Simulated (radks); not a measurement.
Neutral nickel inside a hard spherical wall (all orbitals vanish at R), configuration held at [Ar] 3d8 4s2 and not refilled when levels cross. All-electron calculation, non-relativistic Kohn-Sham, PBE, spin-polarised, spherical densities, point nucleus; open shells are filled with parallel spins first. Program: a radial shooting solver on a logarithmic mesh with Libxc functionals. Eigenvalues in eV for spin up, with the zero of energy where the potential of the charges vanishes at infinity; a dash marks a level that is unbound or too diffuse for the functional's potential to be trusted. A positive occupied level is held by the wall or, in an anion where self-interaction has pushed it up, behind a barrier. The pressure on the wall is -dE/dV.

R (bohr)  E (hartree)  kinetic (hartree)    e(3s)    e(3p)    e(3d)   e(4s)  e(4p, empty)  e(5s, empty)  pressure (GPa)
free      -1508.02106           1506.903  -109.05  -71.700  -10.116  -5.682        -1.310             -               0
20        -1508.02106           1506.903  -109.05  -71.700  -10.116  -5.682        -1.310             -        < 0.0001
15        -1508.02106           1506.903  -109.05  -71.699  -10.116  -5.682        -1.307         0.270        < 0.0001
12        -1508.02104           1506.903  -109.05  -71.697  -10.113  -5.680        -1.285         0.716        0.000346
6         -1507.99624           1507.051  -108.17  -70.814   -9.252  -4.828         0.465        10.202            1.91
5         -1507.93874           1507.315  -107.00  -69.651   -8.130  -3.490         2.573        18.720            9.40
3.5       -1507.44622           1509.145  -101.45  -64.156   -2.824   4.662        13.562        56.783             155
3         -1506.81737           1511.271  -96.721  -59.510    1.803  13.275        24.184        89.704             487
